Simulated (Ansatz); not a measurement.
iodine atom (I), doublet (all electrons, no relativity). Base run: B3LYP/6-311G** in Ansatz (an electronic-structure program).

Geometry (Å):
```xyz
1

I      0.0000     0.0000     0.0000
```
Charge 0, spin multiplicity 2.
Orbitals are unrestricted.
All else is at Ansatz's defaults.
Base energy -6919.50494 Eh.

Each row names what was changed in the base input (with any setting that the change needs).

```tsv
change	ΔE vs base (kcal/mol)
base	0.000
point_charge = charge:0.5 position_ang:0.8619, -2.8274, -0.5126	-3.84
nuclear_model = gaussian	57.26
final_grid = 6, 12, 29	0.001
final_grid = 14, 28, 59	0.000
final_grid = 10, 20, 41	0.000
accuracy = high	0.000
lower_state_search = off	0.000
forces = on	0.000
```
